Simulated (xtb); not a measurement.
xtb input (GFN1-xTB):

```bash
xtb mol.xyz --gfn 1 --sp --chrg 0 --uhf 0
```
mol.xyz:
```
4

Si     0.07293248    -0.43127498    -0.00285447
O     -0.18041998     1.06688573     0.00706138
H     -0.99857848    -1.45308028    -0.02551919
H      1.42088358    -1.04415589     0.00899078
```

End of the output:

```
         :::::::::::::::::::::::::::::::::::::::::::::::::::::
         ::                     SUMMARY                     ::
         :::::::::::::::::::::::::::::::::::::::::::::::::::::
         :: total energy              -7.697588331730 Eh    ::
         :: gradient norm              0.027455947370 Eh/a0 ::
         :: HOMO-LUMO gap              5.613542222210 eV    ::
         ::.................................................::
         :: SCC energy                -7.749532408524 Eh    ::
         :: -> electrostatic           0.043632943710 Eh    ::
         :: repulsion energy           0.052576306996 Eh    ::
         :: dispersion energy         -0.000632230202 Eh    ::
         :: halogen bond corr.         0.000000000000 Eh    ::
         :: add. restraining           0.000000000000 Eh    ::
         :: total charge               0.000000000000 e     ::
         :::::::::::::::::::::::::::::::::::::::::::::::::::::

           -------------------------------------------------
          |                Property Printout                |
           -------------------------------------------------

    * Orbital Energies and Occupations

         #    Occupation            Energy/Eh            Energy/eV
      -------------------------------------------------------------
         1        2.0000           -0.7293526             -19.8467
         2        2.0000           -0.6005047             -16.3406
         3        2.0000           -0.5242457             -14.2655
         4        2.0000           -0.5203854             -14.1604
         5        2.0000           -0.5008170             -13.6279
         6        2.0000           -0.4730621             -12.8727 (HOMO)
         7                         -0.2667682              -7.2591 (LUMO)
         8                         -0.2232324              -6.0745
         9                         -0.1444960              -3.9319
        10                         -0.1090147              -2.9664
        11                         -0.0707219              -1.9244
        12                         -0.0440894              -1.1997
        13                         -0.0015717              -0.0428
        14                          0.0971413               2.6433
        15                          0.6716922              18.2777
        16                          1.2677151              34.4963
        17                          1.3806865              37.5704
      -------------------------------------------------------------
                  HL-Gap            0.2062939 Eh            5.6135 eV
Note: The following floating-point exceptions are signalling: IEEE_DENORMAL
normal termination of xtb
             Fermi-level           -0.3699152 Eh          -10.0659 eV

  Mulliken/CM5 charges         n(s)   n(p)   n(d)
     1Si    0.50979  0.35136   1.221  1.471  0.798
     2O    -0.45783 -0.46523   1.675  4.783  0.000
     3H    -0.02598  0.05693   1.026  0.000  0.000
     4H    -0.02598  0.05693   1.026  0.000  0.000

Wiberg/Mayer (AO) data.
largest (>0.10) Wiberg bond orders for each atom

 ---------------------------------------------------------------------------
     #   Z sym  total        # sym  WBO       # sym  WBO       # sym  WBO
 ---------------------------------------------------------------------------
     1  14 Si   4.168 --     2 O    2.309     4 H    0.929     3 H    0.929
     2   8 O    2.360 --     1 Si   2.309
     3   1 H    0.998 --     1 Si   0.929
     4   1 H    0.998 --     1 Si   0.929
 ---------------------------------------------------------------------------

Topologies differ in total number of bonds
Writing topology from bond orders to xtbtopo.mol

 dipole moment from electron density (au)
     X       Y       Z
   0.3257  -1.9262  -0.0127  total (Debye):    4.965

           -------------------------------------------------
          | TOTAL ENERGY               -7.697588331730 Eh   |
          | GRADIENT NORM               0.027455947370 Eh/α |
          | HOMO-LUMO GAP               5.613542222210 eV   |
           -------------------------------------------------

------------------------------------------------------------------------
------------------------------------------------------------------------
 total:
 SCF:
```
